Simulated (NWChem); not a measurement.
System: C$_{2}$H$_{4}$FNSi; SMILES C([Si@H](F)N)#C

```xyz
9

C      0.0151     2.5640    -0.1269
C      0.0383     1.3605     0.0488
Si     0.0840    -0.4456     0.3393
N     -1.4250    -1.0955    -0.1067
F      1.3351    -1.0133    -0.5360
H     -0.0054     3.6286    -0.2822
H      0.3840    -0.7959     1.7470
H     -1.9161    -0.7724    -0.9319
H     -1.7033    -2.0315     0.1624
```
Atoms are numbered in this order, from 1.

Level: PBE0/def2-SVP (NWChem), optimised geometry, unscaled harmonic frequencies. 

Q: List the harmonic frequencies with IR intensities, and the thermochemistry.

A: 
| frequency (cm⁻¹) | IR intensity (km/mol) |
|---|---|
| 132 | 3.9 |
| 170 | 2.9 |
| 247 | 19.4 |
| 275 | 29.9 |
| 363 | 143.9 |
| 394 | 67.4 |
| 401 | 34.7 |
| 629 | 44.1 |
| 723 | 34.2 |
| 748 | 28.3 |
| 756 | 25.9 |
| 838 | 55.8 |
| 887 | 181.6 |
| 898 | 155.2 |
| 959 | 239.3 |
| 1537 | 68.0 |
| 2175 | 53.2 |
| 2303 | 114.9 |
| 3474 | 48.2 |
| 3624 | 50.7 |
| 3728 | 53.8 |

The zero-point energy is 36.1 kcal/mol and the thermal correction to the enthalpy at 298.15 K (with zero-point energy) comes out as 40.9 kcal/mol. The heat capacity Cv comes out as 23.1 cal/(mol K), the entropy at 298.15 K and 1 atm (symmetry number 1) is 79.3 cal/(mol K) and the dipole moment is 2.09 D.

Rigid rotor and harmonic oscillator.
